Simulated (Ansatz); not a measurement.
The same molecule with X = O, S, Se. Ansatz, PBE0-D4/def2-TZVP geometries, multiplicity 1.

Scalar relativity is left out up to krypton.

```tsv
X	molecule	mean X–C bond length / Å	mean X–Ge bond length / Å	HOMO energy (PBE/def2-TZVPP) / eV	HOMO energy (B3LYP/def2-TZVPP) / eV	LUMO energy (B3LYP/def2-TZVPP) / eV
S	`[SiH3][GeH]1[CH2][S]1`	1.834	2.206	-5.46	-6.39	-1.01
Se	`[SiH3][GeH]1[CH2][Se]1`	1.993	2.336	-5.25	-6.11	-1.17
```

**Question.** Give the row for X = O, `[SiH3][GeH]1[CH2][O]1`. (An estimate is asked.)

**Answer.** Ansatz gave: 
```
X                 molecule  mean X–C bond length / Å  mean X–Ge bond length / Å  HOMO energy (PBE/def2-TZVPP) / eV  HOMO energy (B3LYP/def2-TZVPP) / eV  LUMO energy (B3LYP/def2-TZVPP) / eV
O  `[SiH3][GeH]1[CH2][O]1`                     1.412                      1.848                              -5.93                                -6.80                                -1.19
```

From O to Se the mean X–C bond length rises at each step, by 0.581 Å in all; the mean X–Ge bond length rises at each step, by 0.488 Å in all; the HOMO energy (PBE/def2-TZVPP) rises at each step, by 0.68 eV in all; the HOMO energy (B3LYP/def2-TZVPP) rises at each step, by 0.69 eV in all; the LUMO energy (B3LYP/def2-TZVPP) isn't monotonic: highest at S, lowest at O. Bonds lengthen as the atom grows down the group.

B3LYP here is the variant with VWN-RPA as its local correlation; programs differ in this.

Spin–orbit coupling is left out; it splits and shifts lone-pair levels of the heavy atoms by tenths of an eV.
